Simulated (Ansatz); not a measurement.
The inner images of a band of BH8NSi3 (13 atoms, charge 0, multiplicity 1) are given out of order.

Computed with RKS PBE-D4/def2-SVP (Ansatz 0.2.0).

First end point:

```xyz
13
Properties=species:S:1:pos:R:3
N -0.879 -0.372 2.204
Si -0.470 -0.011 0.570
Si 1.749 -0.765 0.301
B -1.612 0.824 -0.694
Si -0.583 0.946 -2.254
H -0.253 -0.823 2.874
H -1.796 -0.149 2.599
H 1.864 -1.826 -0.758
H 2.165 -1.368 1.622
H 2.694 0.359 -0.022
H -2.752 1.196 -0.513
H 0.834 0.431 -2.317
H -0.940 1.524 -3.599
```

Last end point:

```xyz
13
Properties=species:S:1:pos:R:3
N -0.846 -0.286 2.228
Si -0.470 -0.011 0.570
Si 1.747 -0.771 0.299
B -1.633 0.771 -0.709
Si -0.609 0.882 -2.273
H -1.751 -0.037 2.634
H -0.205 -0.705 2.906
H 1.865 -1.812 -0.777
H 2.153 -1.396 1.613
H 2.697 0.356 0.003
H -2.770 1.151 -0.524
H 0.807 0.361 -2.338
H -0.964 1.462 -3.618
```

Put them in order from the first end to the last, with their energies above the first end.
A.
```xyz
13
Properties=species:S:1:pos:R:3
N -0.841 -0.062 2.151
Si -0.412 -0.297 0.489
Si 1.924 -0.538 0.342
B -1.686 -0.390 -0.919
Si -0.717 0.656 -2.152
H -1.807 -0.216 2.446
H -0.388 0.634 2.745
H 2.333 -1.029 -1.018
H 2.320 -1.573 1.365
H 2.670 0.732 0.658
H -2.890 -0.336 -0.778
H 0.786 0.654 -2.265
H -1.271 1.732 -3.051
```
B.
```xyz
13
Properties=species:S:1:pos:R:3
N -0.846 -0.207 2.190
Si -0.458 -0.254 0.512
Si 1.891 -0.382 0.384
B -1.733 -0.125 -0.887
Si -0.727 0.622 -2.282
H -1.810 -0.117 2.519
H -0.164 -0.174 2.950
H 2.345 -1.058 -0.877
H 2.353 -1.200 1.566
H 2.540 0.973 0.487
H -2.939 -0.110 -0.763
H 0.781 0.601 -2.303
H -1.213 1.397 -3.481
```
C.
```xyz
13
Properties=species:S:1:pos:R:3
N -0.781 0.118 2.131
Si -0.459 -0.298 0.482
Si 1.836 -0.811 0.306
B -1.744 -0.062 -0.895
Si -0.662 0.845 -2.136
H -0.431 -0.392 2.941
H -1.603 0.679 2.361
H 2.173 -1.337 -1.060
H 2.182 -1.864 1.329
H 2.684 0.400 0.599
H -2.930 0.114 -0.709
H 0.818 0.602 -2.277
H -1.063 1.971 -3.056
```
D.
```xyz
13
Properties=species:S:1:pos:R:3
N -0.683 0.094 2.200
Si -0.401 -0.291 0.495
Si 1.908 -0.684 0.287
B -1.718 -0.299 -0.880
Si -0.686 0.733 -2.087
H -1.268 -0.598 2.688
H -1.115 1.013 2.353
H 2.305 -1.186 -1.073
H 2.264 -1.732 1.312
H 2.698 0.558 0.609
H -2.914 -0.166 -0.729
H 0.802 0.603 -2.274
H -1.170 1.920 -2.885
```
E.
```xyz
13
Properties=species:S:1:pos:R:3
N -0.819 -0.160 2.214
Si -0.493 -0.157 0.522
Si 1.764 -0.800 0.302
B -1.728 0.387 -0.812
Si -0.621 0.893 -2.238
H -0.146 -0.417 2.938
H -1.717 0.147 2.595
H 2.019 -1.546 -0.975
H 2.076 -1.709 1.466
H 2.692 0.383 0.383
H -2.893 0.675 -0.643
H 0.835 0.505 -2.312
H -0.947 1.764 -3.425
```

E (+0.01 eV), C (+0.19 eV), D (+0.52 eV), A (+0.18 eV), B (+0.02 eV).

Run time: 7.4 min on 2 threads of Arm Neoverse V1, on a shared host, peak memory 0.17 GiB.
